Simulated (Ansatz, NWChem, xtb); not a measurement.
# Ligand exchange: C3H8 + SiH3I → C3H7I + SiH4

Species: C3H8 `CCC`, singlet; SiH3I `[SiH3]I`, singlet; C3H7I (1-iodopropane) `CCCI`, singlet; SiH4 (silane) `[SiH4]`, singlet. The partners trade H for I: C–H and Si–I bonds give way to C–I and Si–H.

Shapes, held fixed at every level: PBE0-D4/def2-TZVP. Flexible molecules stand in one conformer, not always the lowest. Programs: Ansatz 0.2.0, NWChem 7.3.0, xtb 6.7.1. Electronic energies: no zero-point or thermal term.

(1) Estimate ΔE of this reaction.

## Answers

(1) The highest level, CCSD(T)/def2-TZVPP, gives ΔE = +113.8 kJ/mol; the levels span +113.8 to +133.7. The column of differences is taken from that level and isn't an error. No measured value is set beside it here. For atoms past krypton def2 sets carry core potentials with scalar relativity. Correlated rows may include outer-core shells of I, which these sets cover unevenly.

| level | kind | ΔE (kJ/mol) | less CCSD(T)/def2-TZVPP |
| --- | --- | --- | --- |
| GFN2-xTB | semi-empirical | +133.7 | +19.9 |
| HF/def2-TZVPP | Hartree–Fock | +133.6 | +19.8 |
| PBE-D4/def2-TZVPP | GGA | +117.7 | +3.9 |
| PBE0/def2-SVP | global hybrid | +125.6 | +11.8 |
| B3LYP-D4/def2-TZVPP | global hybrid | +117.1 | +3.3 |
| wB97M-V/def2-TZVPP | range-separated hybrid | +121.7 | +7.9 |
| MP2/def2-SVP | perturbation theory | +120.6 | +6.8 |
| MP2/def2-TZVPP | perturbation theory | +117.0 | +3.2 |
| CCSD(T)/def2-TZVPP | coupled cluster or CI | +113.8 | 0.0 |
